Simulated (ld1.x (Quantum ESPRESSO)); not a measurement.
What one change does to a pseudopotential (I, TM)

ld1.x (Quantum ESPRESSO) 7.5 input, shortened:

```
&input
   title='I', zed=53., rel=2, dft='PBE', iswitch=3,
   config='[Kr] 4d10 5s2 5p5 5d-2', rel_dist='average'
 /
 &inputp
   pseudotype=2, tm=.true., lloc=0,
   nlcc=.false.
 /
3
5P  2  1   5.00   0.00  1.85  1.85  0.0
5D  3  2  -2.00   0.40  1.95  1.95  0.0
5S  1  0   2.00   0.00  1.80  1.80  0.0
 &test
   configts(1)='5s2 5p5'
 /
```

Open shells are filled in proportion to 2j + 1 (rel_dist='average').

All-electron outer shells of the reference configuration (PBE, scalar-relativistic, ld1.x):

| shell | level (eV) | outermost node (bohr) | outermost maximum (bohr) |
| --- | --- | --- | --- |
| 4p | -127.57 | 0.37 | 0.72 |
| 4d | -50.28 | 0.35 | 0.78 |
| 5s | -17.41 | 0.88 | 1.70 |
| 5p | -7.09 | 0.96 | 2.02 |

Change: wave 5s (bound): rc 1.80 bohr becomes 5s (bound): rc 2.38 bohr.

Cutoffs: the cutoffs (Ry, on a coarse ladder) from which the occupation-weighted sum of valence levels, in a spherical-Bessel basis at the reference potential, stays within 10 and 1 mRy of its value at 400 Ry; they do not see the model core or the augmentation charge, which bear on the density cutoff. Errors are all-electron minus pseudo energies relative to the spin-unpolarised reference configuration.

How do hardness, ghosts and transferability respond?

The potential gets softer (35 Ry and 60 Ry → 25 Ry and 45 Ry); both files keep a bound ghost (d); of the 7 tests that both files solve, the error grows in 0 and shrinks in 6 by more than 15 % and 0.3 meV (median size 5.9 → 0.7 meV). A larger radius leaves more room for a smooth pseudo-wave, so fewer plane waves are needed. That the errors move this way runs against the usual rule that smaller radii transfer better.

| quantity | base | changed |
| --- | --- | --- |
| cutoff, loose | 35 Ry | 25 Ry |
| cutoff, tight | 60 Ry | 45 Ry |
| loose cutoff by channel (10 mRy a level) | p 15 Ry, s 25 Ry | p 15 Ry, s 12 Ry |
| bound ghosts | d3/2, d5/2 | d5/2 |
| error for 5s2 5p4, meV [ΔE 11.16 eV] | -1.7 | +0.7 |
| error for 5s2 5p3, meV [ΔE 31.03 eV] | -11 | +2.6 |
| error for 5s2 5p2, meV [ΔE 60.39 eV] | -34 | +9.3 |
| error for 5s2 5p4.5, meV [ΔE 4.54 eV] | -0.3 | +0.1 |
| error for 5s1 5p6, meV [ΔE 10.37 eV] | +2.6 | -0.1 |
| error for 5s1 5p5, meV [ΔE 22.09 eV] | +5.9 | -0.5 |
| error for 5s2 5p1, meV [ΔE 99.86 eV] | -62 | +39 |

 A true bound ghost makes a file unfit for plane-wave use even where its test errors are small: the radial tests pick states by their node count and pass the ghost by.
